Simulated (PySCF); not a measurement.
CH7Si2, charge +1, multiplicity 1. Atoms are numbered in the order given.

```xyz
10

Si     0.1691     1.5746     0.0000
C     -0.8601     0.1152     0.0000
Si     0.2214    -1.5368     0.0000
H      0.6647     2.1647     1.2639
H      0.6647     2.1647    -1.2639
H     -1.4788     0.0441    -0.9111
H     -1.4788     0.0441     0.9111
H     -0.7945    -2.6174     0.0000
H      1.0580    -1.5101    -1.2281
H      1.0580    -1.5101     1.2281
```
Charge +1, spin multiplicity 1.

The structure is a stationary point at PBE0-D3(BJ)/def2-SVP. The spin state was assumed, not searched. The isomer is the one that the SMILES or the coordinates give; other isomers of the formula were not compared.

Calculation: B3LYP/pcSseg-1 in PySCF.

GIAO shieldings, no solvent; atoms alike by connectivity are averaged. δ = σ(ref) − σ: ²⁹Si against TMS (σ = 338.7 ppm); ¹³C against TMS (σ = 181.3 ppm); ¹H against TMS (σ = 31.68 ppm), references at their B3LYP-D3(BJ)/def2-TZVP geometries, non-relativistic.

Computed chemical shifts:
```csv
nucleus,atoms,count,δ (ppm)
²⁹Si,Si1,1,329.5
²⁹Si,Si3,1,-78.9
¹³C,C2,1,37.1
¹H,"H4, H5",2,8.01
¹H,"H8, H9, H10",3,4.91
¹H,"H6, H7",2,3.69
```
